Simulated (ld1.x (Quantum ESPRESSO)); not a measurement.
**Configuration tests for Al (Z = 13) (TM)**

ld1.x (Quantum ESPRESSO) 7.5 input, shortened:

```
&input
   title='Al', zed=13., rel=0, dft='REVPBE', iswitch=3,
   config='[Ne] 3s2 3p1'
 /
 &inputp
   pseudotype=2, tm=.true., lloc=-1, rcloc=1.90,
   nlcc=.false.
 /
2
3S  1  0   2.00   0.00  2.10  2.10  0.0
3P  2  1   1.00   0.00  1.85  1.85  0.0
 &test
   configts(1)='3s2 3p1'
 /
```

Energies are relative to the spin-unpolarised reference configuration 3s2 3p1; without spin polarisation the order of configurations can differ from experiment. The frozen-core shift is the all-electron ΔE with the core orbitals held at their reference shape minus the fully relaxed ΔE.

```csv
valence configuration,charge,ΔE all-electron (eV),error AE − PS (meV),frozen-core shift (meV)
3s2 3p0,+1,5.758,-4.0,+0.6
3s1 3p0,+2,24.876,-22,+18
3s2 3p0.5,+0.5,2.084,-0.5,+0.1
3s1 3p2,0,5.082,+4.6,+1.6
3s0 3p3,0,10.315,+21,+6.5
3s2 3p1.3,-0.3,-0.572,0.0,0.0
```

(1) What are ΔE and the potential's error for 3s1 3p1?

## Answers

(1) ΔE = 11.503 eV all-electron; the error (AE − PS) is +3.2 meV.
